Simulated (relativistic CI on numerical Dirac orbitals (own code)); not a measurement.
Radial parameters of Ba V

Computed by Dirac-Coulomb-Breit CI, KLI orbitals optimised for each configuration, QED by a radiative potential, valence Slater integrals scaled by 0.85, P86 correlation energy added to each configuration (own radial code, finite nucleus).

Slater integrals F^k, G^k are unscaled and averaged over j, outside the closed core [Kr] 4d10; ζ comes from projecting the Hamiltonian with its Breit term on Σ l·s of the shell.

- 5s2 5p4: F^2(5p,5p) = 59958, ζ(5p) = 12845 cm⁻¹; <r>(5p) = 1.792, <r^2>(5p) = 3.601 (bohr units).
- 5s 5p5: G^1(5s,5p) = 78762, ζ(5p) = 12747 cm⁻¹; <r>(5s) = 1.581, <r^2>(5s) = 2.795, <r>(5p) = 1.789, <r^2>(5p) = 3.59 (bohr units).
- 5s2 5p3 5d: F^2(5p,5p) = 60272, ζ(5p) = 13197, F^2(5p,5d) = 48169, G^1(5p,5d) = 56738, G^3(5p,5d) = 35701, ζ(5d) = 857.47 cm⁻¹; <r>(5p) = 1.781, <r^2>(5p) = 3.558, <r>(5d) = 2.315, <r^2>(5d) = 6.042 (bohr units).

Averages of the first 10 configurations, taken without configuration mixing, which lowers the lowest level and can move excited configurations by several eV; other configurations of the list can lie among them:

```
Configuration  Parity  States  Average energy above the lowest level (eV)
      5s2 5p4    even      15                                         3.2
       5s 5p5     odd      12                                        21.9
   5s2 5p3 5d     odd     200                                        25.7
          5p6    even       1                                        43.4
   5s2 5p3 4f    even     280                                        24.3
    5s 5p4 5d    even     300                                        43.4
   5s2 5p3 5f    even     280                                        43.7
   5s2 5p3 6s     odd      40                                        31.1
   5s2 5p3 5g     odd     360                                        50.0
   5s2 5p3 6p    even     120                                        36.2
```
